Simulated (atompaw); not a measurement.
# Reading a pseudo-wave (bismuth (Bi))

Columns: radius, all-electron u(r) and pseudo u(r) of the 6p shell (level -11.44 eV) of bismuth in the configuration [Kr] 4d10 4f14 5s2 5p6 5d10 6s2 6p2; PBE, scalar-relativistic, PAW (atompaw) scheme, atompaw 4.2.0.5.

| r (bohr) | all-electron | pseudo |
| --- | --- | --- |
| 0.058 | 0.0416 | -0.0021 |
| 0.115 | -0.1350 | -0.0079 |
| 0.173 | -0.0633 | -0.0174 |
| 0.231 | 0.0983 | -0.0298 |
| 0.288 | 0.1913 | -0.0439 |
| 0.346 | 0.1868 | -0.0593 |
| 0.404 | 0.1104 | -0.0748 |
| 0.462 | 0.0018 | -0.0894 |
| 0.519 | -0.1065 | -0.1019 |
| 0.577 | -0.1996 | -0.1119 |
| 0.635 | -0.2666 | -0.1182 |
| 0.692 | -0.3047 | -0.1200 |
| 0.750 | -0.3169 | -0.1165 |
| 0.808 | -0.3057 | -0.1070 |
| 0.865 | -0.2763 | -0.0915 |
| 0.923 | -0.2320 | -0.0691 |
| 0.981 | -0.1774 | -0.0405 |
| 1.038 | -0.1170 | -0.0069 |
| 1.096 | -0.0516 | 0.0319 |
| 1.154 | 0.0152 | 0.0745 |
| 1.212 | 0.0817 | 0.1199 |
| 1.269 | 0.1454 | 0.1669 |
| 1.327 | 0.2074 | 0.2169 |
| 1.385 | 0.2660 | 0.2687 |
| 1.442 | 0.3199 | 0.3201 |
| 1.500 | 0.3704 | 0.3704 |

(1) How many radial nodes do the two functions have?

(2) Is the pseudo-wave norm-conserving?

Answers

(1) The all-electron 6p function has n − l − 1 = 4; the pseudo-wave has 1, since 1 lower shell of the same l stays in the valence.

(2) No, it belongs to a PAW set: the norm inside the radius is not constrained, and the difference is carried by the augmentation charge.
